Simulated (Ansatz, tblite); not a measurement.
Removing and adding an electron: Cd6Te6H18. Charge 0, multiplicity 1. Geometry: PBE-D4/def2-SVP. Ansatz, gas phase; energy differences of separate SCF runs; the oxidised species was run as a doublet alone; the reduced species was run as a doublet alone.

Cartesian coordinates in Å:
```
Te -0.845 1.235 3.775
Cd -0.015 -1.481 3.319
Cd -3.347 -0.758 -0.924
Te -1.243 -2.210 0.387
Te 2.767 -0.959 2.807
Cd 0.312 -2.986 -1.898
Cd -0.613 3.174 1.664
Te -1.735 1.619 -0.974
Te 2.246 3.093 1.362
Cd 3.529 0.651 0.549
Cd -0.220 1.125 -3.363
Te 1.671 -0.457 -1.890
H -3.876 0.151 1.857
H -2.500 0.975 3.639
H -0.703 -2.904 3.975
H -4.589 -0.022 1.621
H -4.906 -1.151 -1.461
H -2.069 -3.656 0.612
H 3.142 -2.454 2.138
H 2.330 -3.591 0.189
H 2.375 -4.232 -0.237
H 0.389 -4.373 -2.869
H -1.655 4.494 1.346
H -2.879 2.657 -1.635
H 2.321 3.876 -0.123
H 1.448 3.334 -2.286
H 4.928 0.483 -0.424
H -0.382 1.576 -4.989
H 1.376 3.555 -3.021
H 2.744 -0.763 -3.147
```

In the def2 sets Cd, Te take a core potential; there is no spin–orbit coupling. The xTB rows come from tblite. Single mean-field runs in def2-TZVP are fitted with def2-universal-jkfit. HOMO above LUMO, or a gap near zero within one spin, warns that the state may not be the lowest or that an electron is smeared out. In the singlet geometry the species has come apart into loosely held pieces. In the singlet, H20 and H21 lie 0.77 Å apart, H26 and H29 lie 0.77 Å apart, H13 and H16 lie 0.77 Å apart (atoms count from 1), so H2 has formed as a molecule. In the doublet geometry the species has come apart into loosely held pieces.

```json
{"level": "GFN1-xTB", "−HOMO (eV)": "9.22", "vertical IE (eV)": "10.99", "−LUMO (eV)": "5.94", "vertical EA (eV)": "4.48", "HOMO–LUMO gap (eV)": "3.28", "IE − EA (eV)": "6.51", "remarks": "–"}
{"level": "GFN2-xTB", "−HOMO (eV)": "9.61", "vertical IE (eV)": "11.45", "−LUMO (eV)": "6.84", "vertical EA (eV)": "4.99", "HOMO–LUMO gap (eV)": "2.76", "IE − EA (eV)": "6.46", "remarks": "–"}
{"level": "PBE-D4/def2-TZVP", "−HOMO (eV)": "5.70", "vertical IE (eV)": "–", "−LUMO (eV)": "2.77", "vertical EA (eV)": "1.32", "HOMO–LUMO gap (eV)": "2.92", "IE − EA (eV)": "–", "remarks": "HOMO above zero (-1 doublet), gap within one spin near zero (-1 doublet)"}
{"level": "r2SCANh-D4/def2-TZVP", "−HOMO (eV)": "6.27", "vertical IE (eV)": "7.67", "−LUMO (eV)": "2.46", "vertical EA (eV)": "1.18", "HOMO–LUMO gap (eV)": "3.81", "IE − EA (eV)": "6.49", "remarks": "HOMO above zero (-1 doublet)"}
{"level": "PBE0-D4/def2-TZVP", "−HOMO (eV)": "6.64", "vertical IE (eV)": "7.80", "−LUMO (eV)": "2.12", "vertical EA (eV)": "1.18", "HOMO–LUMO gap (eV)": "4.51", "IE − EA (eV)": "6.62", "remarks": "–"}
```

Relaxing the reduced species (PBE-D4/def2-SVP) changes its energy by -1.05 eV at PBE-D4/def2-TZVP, so the adiabatic electron affinity to this nearest minimum is 2.37 eV. At PBE0-D4/def2-TZVP it is 2.34 eV. In the charge -1 doublet, H13 and H16 lie 0.77 Å apart, H26 and H29 lie 0.77 Å apart, H20 and H21 lie 0.77 Å apart (atoms count from 1), so H2 has formed as a molecule. Run but left out: PBE-D4/def2-TZVP (charge +1 doublet: an occupied level 0.05 eV above an empty one).   A HOMO above zero means that the electron is unbound at that level or that self-interaction error raises the level; the energy of removing that electron tells which. Raw xTB energy differences between charge states are shifted by several eV; the methods need an empirical correction for them. Sets without diffuse functions give affinities that are too small.
